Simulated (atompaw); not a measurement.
**What one change does to a pseudopotential (sulfur (S), PAW (atompaw))**

atompaw 4.2.0.5 input, output lines left out:

```
S 16
GGA-PBE scalarrelativistic loggrid 1500 logderivrange -5 5 251
3 3 0 0 0 0
3 1 2
0 0 0
c
c
v
c
v
2
1.35 1.10 1.30 0.70
y
0.75
n
y
2.75
n
y
0.05
y
1.1
n
custom rrkj gramschmidtortho sinc
3 0 vpsmatchnc
1.35
1.30
1.35
1.35
1.20
1.20
```

All-electron outer shells of the reference configuration (PBE, scalar-relativistic, ld1.x):

```
shell  level (eV)  outermost node (bohr)  outermost maximum (bohr)
   3s      -39.40                   0.60                      1.37
   3p      -27.98                   0.57                      1.50
```

Change: local potential vpsmatchnc scheme with l = 3 at 0 Ry, radius 0.74 bohr.

Cutoffs: the cutoffs (Ry, on a coarse ladder) from which the occupation-weighted sum of valence levels, in a spherical-Bessel basis at the reference potential, stays within 10 and 1 mRy of its value at 400 Ry; they do not see the model core or the augmentation charge, which bear on the density cutoff.

Q: What does the change do?

A: The potential gets softer (18 Ry and 40 Ry → 18 Ry and 30 Ry); a bound ghost appears in s, which as a rule spoils a file. A state that the projectors do not describe sees the local part alone, so a deeper or shallower local part can create or remove a ghost.

```tsv
quantity	base	changed
cutoff, loose	18 Ry	18 Ry
cutoff, tight	40 Ry	30 Ry
bound ghosts	none	s
s: phases at 1.36 bohr within 0.05 rad from the reference energy up to (Ry; the scan ends near 5)	to the end of the scan	to the end of the scan
p: phases at 1.36 bohr within 0.05 rad from the reference energy up to (Ry; the scan ends near 5)	to the end of the scan	to the end of the scan
d: phases at 1.36 bohr within 0.05 rad from the reference energy up to (Ry; the scan ends near 5)	to the end of the scan	to the end of the scan
lowest overlap eigenvalue by channel	s 0.80, p 0.69, d 0.97	s 0.68, p 0.63, d 0.97
```

 A true bound ghost makes a file unfit for plane-wave use even where its test errors are small: the radial tests pick states by their node count and pass the ghost by. The cutoffs see the waves, projectors and local potential, not the compensation charge or the core.
